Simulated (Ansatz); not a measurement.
## Two structures, one formula

Two relaxed structures of CH4OTe, closed shell (PBE0-D4/def2-TZVP; forces vanish, vibrations not checked).

A:

C1  (-0.980, 1.042, -0.089)
Te2  (0.365, -0.098, -0.895)
O3  (2.033, -1.984, 0.891)
H4  (-2.000, 0.703, 0.061)
H5  (2.972, -1.808, 0.792)
H6  (-0.742, 2.034, 0.280)
H7  (1.908, -2.895, 0.617)
(Å)

B:

```
7
angstrom
C -0.7022 0.7411 -0.0979
Te 0.8255 -0.3223 -1.1294
O 1.5858 -1.1804 0.4693
H -1.4429 0.0538 0.3048
H -1.1734 1.4056 -0.8248
H -0.2442 1.3323 0.6925
H 1.1514 -2.0300 0.5855
```

Computed with Ansatz 0.2.0 (basis: def2-TZVPP); correlated methods freeze the cores. Filled d shells of the heavier atoms are correlated. Core potentials replace the inner electrons of the atoms past krypton. The def2 sets are not built for correlating such inner shells, so the correlated values are less sure here. B3LYP uses VWN-RPA correlation.

Q: Which structure is lower at CCSD(T), and by how much? (Judge from chemistry; the value comes from the calculation.)

A: By the calculation: B, by 19.97 kcal/mol (electronic energy, against the other). By their contacts, A is a complex of CH₂Te ([CH2][Te]) + H₂O and B is CH₄OTe ([CH3][Te][OH]).

All methods give the same order:

```json
{"method": "PBE-D4", "E(B) − E(A) (kcal/mol)": "-24.77"}
{"method": "r2SCAN-D4", "E(B) − E(A) (kcal/mol)": "-26.12"}
{"method": "PBE0-D4", "E(B) − E(A) (kcal/mol)": "-26.43"}
{"method": "B3LYP-D4", "E(B) − E(A) (kcal/mol)": "-24.05"}
{"method": "wB97M-V", "E(B) − E(A) (kcal/mol)": "-26.16"}
{"method": "HF", "E(B) − E(A) (kcal/mol)": "-24.61"}
{"method": "MP2", "E(B) − E(A) (kcal/mol)": "-19.80"}
{"method": "CCSD", "E(B) − E(A) (kcal/mol)": "-21.66"}
{"method": "CCSD(T)", "E(B) − E(A) (kcal/mol)": "-19.97"}
```

T1 diagnostic: at most 0.014. The restricted Hartree–Fock reference is unstable towards an unrestricted one at one or more of these structures. A large double-excitation amplitude points to some diradical character; no triplet was computed.

Labels in which every atom is bracketed show which atoms are joined, not bond orders.

For scale, one of the runs: CCSD(T)/def2-TZVPP, 168 basis functions, launched by `ansatz run in.yaml --threads 2 --pin off --events-out ev --progress --plain --max-ram 4352MiB`. The run took 59 s on 2 CPU threads of an Arm Neoverse V2 (shared host), with 1.6 GiB of host memory at its peak.
